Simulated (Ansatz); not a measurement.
Calculated with Ansatz (gas phase, PBE0-D4/def2-TZVP geometries, no zero-point term in ΔE). CBS: MP2 limit from def2 TZ/QZ plus the TZ coupled-cluster correction, frozen cores. This one scheme is used for every species. DFT in def2-TZVPP. B3LYP here is the variant with VWN-RPA as its local correlation; programs differ in this. For Se outer-core shells are correlated without core-valence functions, which leaves a few kJ/mol of doubt a bond. Scalar relativity is left out up to krypton. Each species was taken in one conformer, which may not be the lowest.

`CS[SiH2][SeH]` + H₂ → `[SiH3][SeH]` + CH₃SH  (hydrogenolysis of the Si–S bond)

`CS[SiH2][SeH]`:

```xyz
10

C    -1.477    0.523   -0.747
S     0.176    1.142   -1.167
Si    1.369   -0.161    0.000
Se    0.877   -0.001    2.231
H    -2.193    1.209   -1.198
H    -1.635   -0.476   -1.153
H    -1.618    0.516    0.334
H     1.174   -1.589   -0.360
H     2.761    0.270   -0.265
H     0.566   -1.432    2.326
```

H₂:

```xyz
2

H     0.137   -0.021   -0.346
H    -0.137    0.021    0.346
```

`[SiH3][SeH]`:

```xyz
6

Si    0.180    0.540    0.085
Se   -0.393   -1.308   -1.118
H    -0.969    1.055    0.871
H     0.590    1.542   -0.928
H     1.310    0.258    1.006
H    -0.719   -2.087    0.084
```

CH₃SH:

```xyz
6

C     0.168   -0.390    0.248
S    -0.497    0.476   -1.192
H     1.137    0.010    0.542
H     0.299   -1.428   -0.056
H    -0.525   -0.359    1.088
H    -0.582    1.691   -0.630
```

Problem. Is it downhill or uphill in electronic energy at CCSD(T)/CBS, and by how much? (Best estimate.)

Solution. Ansatz gave: Uphill: ΔE = +0.47 eV.

Problem. What do these levels give: PBE-D4, r2SCAN-D4, B3LYP-D4, B2PLYP, PBE, MP2/def2-TZVPP, CCSD(T)/def2-TZVPP, HF/def2-QZVPP, SCS-MP2/def2-QZVPP, HF/CBS(def2), MP2/CBS(def2), CCSD/CBS(def2)? (Best estimate.)

Solution. Ansatz gave: PBE-D4 0.53, r2SCAN-D4 0.51, B3LYP-D4 0.45, B2PLYP 0.37, PBE 0.43, MP2/def2-TZVPP 0.53, CCSD(T)/def2-TZVPP 0.40, HF/def2-QZVPP 0.10, SCS-MP2/def2-QZVPP 0.45, HF/CBS(def2) 0.10, MP2/CBS(def2) 0.60, CCSD/CBS(def2) 0.40 eV.

Largest T1 diagnostic among the species: 0.010.

The D4 term adds +0.17 eV with B3LYP and +0.09 eV with PBE0; it sums over pairs of atoms, weighted by their polarisabilities, and B3LYP, whose exchange is more repulsive, gets the larger term. In def2-TZVPP, CCSD(T) changes the Hartree–Fock value by +0.30 eV (the triples alone add +0.07 eV) and MP2 by +0.42 eV. From PBE to PBE0 (25 % exact exchange), in def2-TZVPP and without D4, ΔE moves by −0.04 eV.
